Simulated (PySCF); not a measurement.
A ladder of Hamiltonians for Te(38+) (tellurium, charge +38)

Occupied: 1s1/2, 2s1/2, 2p1/2, 2p3/2, 3s1/2, 3p1/2. Hartree-Fock calculated with PySCF 2.14 in an even-tempered Gaussian basis (17 s from 3.4 bohr⁻², ratio 2.7; 13 p from 4.1 bohr⁻², ratio 2.7), Gaussian nucleus throughout. NR is non-relativistic, sf-X2C the spin-free one-electron X2C Hamiltonian, X2C adds the bare one-electron spin-orbit term, X2C-SNSO screens it by Boettger's factors, DC is four-component Dirac-Coulomb, and the Gaunt and Breit terms are added at first order (total energies over the DC spinors, levels after relaxing the spinors in that mean field). QED terms are absent. Levels marked empty are virtual spinors of this ion; the basis has s and p functions only, so 3d, which can lie below the n = 4 levels, is absent.

| Hamiltonian | E (hartree) | E − E(DC) (hartree) | CPU seconds |
| --- | --- | --- | --- |
| X2C | -5551.9263 | 1.3405 | 0.42 |
| X2C-SNSO | -5551.6407 | 1.6261 | 0.23 |
| DC | -5553.2668 | 0.0000 | 18 |
| DC+Gaunt | -5548.3721 | 4.8947 | 29 |
| DC+Breit | -5548.8171 | 4.4497 | 85 |

Q: Give the 2p spin-orbit interval with each Hamiltonian that has one.

A: X2C 306.7; X2C-SNSO 294.7; DC 293.6; DC+Gaunt 289.5; DC+Breit 289.6 (eV).

```csv
level (eV),X2C,X2C-SNSO,DC,DC+Gaunt,DC+Breit
1s1/2,-34263.5,-34263.9,-34290.9,-34213.5,-34218.7
2s1/2,-7177.5,-7177.7,-7181.0,-7173.3,-7173.8
2p1/2,-6887.3,-6878.9,-6880.2,-6867.0,-6868.4
2p3/2,-6580.6,-6584.2,-6586.6,-6577.5,-6578.8
3s1/2,-2798.2,-2798.3,-2799.0,-2797.2,-2797.4
3p1/2,-2702.3,-2700.3,-2700.6,-2697.3,-2697.8
3p3/2 (empty),-2550.6,-2551.5,-2552.0,-2549.9,-2550.3
4s1/2 (empty),-1426.5,-1426.5,-1426.7,-1426.1,-1426.2
```

Weight of the small component: 1s1/2 0.0366, 2s1/2 0.00808, 2p1/2 0.00802, 2p3/2 0.00764, 3s1/2 0.00297, 3p1/2 0.00293, 3p3/2 0.00280, 4s1/2 0.00136.

Koopmans' value for the highest occupied level at DC+Breit: 2697.8 eV, against an ionisation energy of 2700 ± 4 eV (theoretical estimate listed by NIST; NIST Atomic Spectra Database, ionization energies); the former lacks relaxation, correlation, QED and recoil.

The whole ladder took 140 s of wall time on 1 thread of Intel(R) Xeon(R) Platinum 8259CL CPU @ 2.50GHz (shared host), launched as `OMP_NUM_THREADS=1 python relrun2.py TASK.json OUT` (a driver that calls PySCF for each Hamiltonian).
